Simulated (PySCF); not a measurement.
# Working out the ionisation energy of S⁺

S⁺ [Ne] 3s2 3p3 (4S) → S²⁺ [Ne] 3s2 3p2 (3P). All numbers are calculated (PySCF 2.14, the spin-free X2C one-electron Hamiltonian (Gaussian nucleus), in dyall-acv3z). Frozen: 1s2; the 18 highest virtual orbitals dropped. Energies in hartree (1 hartree = 27.21139 eV):

```tsv
part	S⁺ (lower)	S²⁺ (upper)
UHF	-398.258898	-397.424299
MP2 opposite-spin	-0.291291	-0.280620
MP2 same-spin	-0.110871	-0.097022
```

**Question.** What does Hartree-Fock give?

**Answer.** (-397.424299) − (-398.258898) = 0.834599 hartree = 22.711 eV.

**Question.** What do MP2 and SCS-MP2 (6/5 opposite-spin, 1/3 same-spin) give?

**Answer.** The opposite-spin parts differ by 0.290 eV and the same-spin parts by 0.377 eV. MP2: 22.711 + (0.290) + (0.377) = 23.378 eV. SCS-MP2: 22.711 + 1.2 × (0.290) + (0.377)/3 = 23.185 eV.

A first-order spin-orbit estimate adds -0.062 eV to MP2 (valence and next inner shell), giving 23.316 eV against 23.338 eV (measured; NIST Atomic Spectra Database, ionization energies).

What remains against the reference includes basis incompleteness, the frozen core and correlation beyond second order.
